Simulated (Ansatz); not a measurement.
```yaml
crystal:
  periodic: [false, false, false]
  atoms:
    - {symbol: C, position_ang: [-0.876541, 1.524625, 1.054400]}
    - {symbol: N, position_ang: [-1.031720, 0.668395, 0.207668]}
    - {symbol: C, position_ang: [-0.373348, -0.614666, 0.231039]}
    - {symbol: F, position_ang: [0.448671, -0.337861, 1.351976]}
    - {symbol: Si, position_ang: [0.803103, -0.998921, -1.167241]}
    - {symbol: H, position_ang: [-1.837686, 2.368354, 0.524678]}
    - {symbol: H, position_ang: [-0.345778, 1.491335, 1.507074]}
    - {symbol: H, position_ang: [-0.789293, -1.038169, 0.455359]}
    - {symbol: H, position_ang: [1.573287, 0.185541, -0.998979]}
    - {symbol: H, position_ang: [0.044737, -0.812490, -2.483331]}
    - {symbol: H, position_ang: [1.951652, -2.163429, -1.079769]}
basis:
  gaussian: {orbitals: pcseg-2, fitting: {mean_field: cc-pVTZ-jkfit}, final_grid: {core_spheres: 5, valence_spheres: 4, degree: 11}}
hamiltonian: {xc: {name: PBE}}
multiplicity: 3
output: {forces: true}
```

```sh
$ ansatz run in.yaml --threads 4 --pin off --events-out ev --progress --plain --max-ram 10444MiB
```

How does Ansatz answer? (Best estimate.)

The calculation gave: The input was rejected before any iteration.
```
Error: YAML parse error: error: line 18 column 1: unknown field `multiplicity`, expected one of crystal, accuracy, basis, kpoints, hamiltonian, magnetization, projection, total_charge, correlation, batch, efield, external_charges, scf, relax, neb, saddle, md, ramp, phonons, dielectric, real_time, elastic, magnetic_configurations, gw, evaluate, workflow, output, checkpoint, execution
16 |   gaussian: {orbitals: pcseg-2, fitting: {mean_field: cc-pVTZ-jkf…
17 | hamiltonian: {xc: {name: PBE}}
18 | multiplicity: 3
19 | output: {forces: true}
```
